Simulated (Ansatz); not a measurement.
Basis-set extrapolation for `CBC(F)Cl` (PBE0-D4/def2-TZVP geometry, frozen core, Ansatz). Multiplicity 1, RHF reference.

```json
{"": "HF", "def2-TZVPP": "-662.351563", "def2-QZVPP": "-662.373241"}
{"": "MP2 correlation", "def2-TZVPP": "-0.883345", "def2-QZVPP": "-0.955554"}
{"": "CCSD(T) correlation", "def2-TZVPP": "-0.965301", "def2-QZVPP": "not run"}
```

Energies in hartree. Use E(X) = E(∞) + A·exp(−7.88·√X) for Hartree–Fock and E(X) = E(∞) + B·X^(−2.97) for correlation, with X = 3 and 4, and add CCSD(T) minus MP2 of the smaller set to the MP2 limit.

Problem. What is the CCSD(T) energy at the basis-set limit?

Solution. HF limit: -662.373241 + (-0.021678) × 0.13774 = -662.37623. MP2 limit: -0.955554 + (-0.072209) × 0.74074 = -1.00904. Higher-order term: -0.965301 − (-0.883345) = -0.08196. Total: -663.46723 hartree, 94.4 kcal/mol below CCSD(T)/def2-TZVPP.
